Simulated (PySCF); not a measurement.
A GIAO shielding run with PySCF 2.14.0 with density-fitted response routines (density fitting, non-relativistic, gas phase) on SMILES CC[C@H]1CN[SiH2]N1, C4H12N2Si:

```
$ OMP_NUM_THREADS=1 python probes_run.py task.json out

{"job": {"kind": "nmr", "xc": "PBE0", "basis": "pcSseg-1"}, "charge": 0, "multiplicity": 1}
C     -2.470205    -0.813965     0.130471
C     -1.514466     0.371744     0.063842
C     -0.105343    -0.020076    -0.387808
C      0.766493     1.213051    -0.648842
N      2.139500     0.776445    -0.531931
Si     2.295877    -0.514630     0.596069
N      0.597662    -0.770697     0.632992
H     -2.527801    -1.313251    -0.834789
H     -3.468321    -0.477715     0.402531
H     -2.141233    -1.535595     0.874681
H     -1.443730     0.839335     1.047613
H     -1.906292     1.110948    -0.638580
H     -0.181725    -0.603715    -1.319523
H      0.520128     1.991410     0.087744
H      0.579816     1.618293    -1.648841
H      2.809496     1.521824    -0.618579
H      3.150788    -1.524084    -0.034515
H      2.719711    -0.206843     1.966435
H      0.169840    -1.653228     0.853569
```

Hardware: 1 thread of an Arm Neoverse N1, shared host. The job also computes population analyses, field gradients, ring-centre shieldings.

Q: How large is the calculation?

A: 64 electrons, 186 basis functions and 977 auxiliary functions.

Q: How long does it take, and how much memory does it need?

A: 50 s of wall time, with 12 SCF cycles and 4 response iterations; peak memory 0.84 GiB. Times on a shared host scatter by some tens of per cent.
